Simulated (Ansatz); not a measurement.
# Worked example: a bond strength in GeSiH4F2 (SMILES F[SiH](F)[GeH3])

GeSiH4F2: 8 atoms, total charge 0, spin state singlet. As SMILES, `F[SiH](F)[GeH3]`. The shape was relaxed beforehand at r2SCAN/def2-SVP.

```
atom    x (Å)    y (Å)    z (Å)
   F   1.2849  -1.4385   1.2088
  Si   1.1363  -0.1149   0.2852
   F   1.9779  -0.3895  -1.0726
  Ge  -1.1441   0.1716  -0.2758
   H   1.7871   1.0123   1.0011
   H  -1.9786   0.3878   0.9941
   H  -1.6568  -1.0769  -1.0043
   H  -1.3148   1.3910  -1.1921
```

Wanted: the dissociation energy of the Ge4–Si2 bond into doublet GeH3 and doublet SiHF2 (shapes relaxed at r2SCAN/def2-SVP, no zero-point term). 1 Eh = 2625.50 kJ/mol = 27.2114 eV. Totals in Eh; open shells run unrestricted unless said.

```
                                level  program      GeSiH4F2  doublet GeH3  doublet SiHF2
                      r2SCAN/def2-SVP   Ansatz  -2568.069846  -2078.476797    -489.474618
                       B3LYP/def2-SVP   Ansatz  -2568.251432  -2078.533173    -489.600987
MP2/def2-SVP, 16 core orbitals frozen   Ansatz  -2565.803428  -2077.029781    -488.656015
```

Task: Work out the dissociation energy at each level.

Result: 
1. r2SCAN/def2-SVP: (-2078.476797) + (-489.474618) − (-2568.069846) = 0.118431 Eh = 310.9 kJ/mol = 3.22 eV.
2. B3LYP/def2-SVP: (-2078.533173) + (-489.600987) − (-2568.251432) = 0.117272 Eh = 307.9 kJ/mol = 3.19 eV.
3. MP2/def2-SVP: (-2077.029781) + (-488.656015) − (-2565.803428) = 0.117632 Eh = 308.8 kJ/mol = 3.20 eV.

The levels span 308 to 311 kJ/mol; no measured value is set beside them. A bond enthalpy at 298 K also holds the loss of zero-point energy and thermal terms.
